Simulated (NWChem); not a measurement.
System: CF2, triplet; SMILES F[C]F

Here is an NWChem input.

```
start job
memory heap 200 mb stack 900 mb global 1100 mb
geometry units angstroms
  F      1.130416     0.000000    -0.163337
  C      0.000000     0.000000     0.495863
  F     -1.130416     0.000000    -0.163337
end
basis spherical
  * library def2-svp
end
dft
  odft
  mult 3
  xc pbe0
  iterations 150
end
driver
  maxiter 120
end
task dft optimize
task dft freq
```

In the optimisation the excess spin sits in a1 and b2 (C2v, its own frame). No stability test was run on the SCF state.

The level has its own optimisation; frequencies are unscaled.

Problem. What results follow from this input? (PBE0/def2-SVP, spin-unrestricted.) Quantities: basis functions; r C–F (Å); highest harmonic frequency (cm⁻¹); lowest (cm⁻¹); zero-point energy (kcal/mol); dipole (D).

Solution. 
| Property | Value |
|---|---|
| number of basis functions | 42 |
| r C–F (Å) | 1.307 |
| highest harmonic frequency (cm⁻¹) | 1402 |
| lowest (cm⁻¹) | 531 |
| zero-point energy (kcal/mol) | 4.5 |
| dipole (D) | 0.37 |
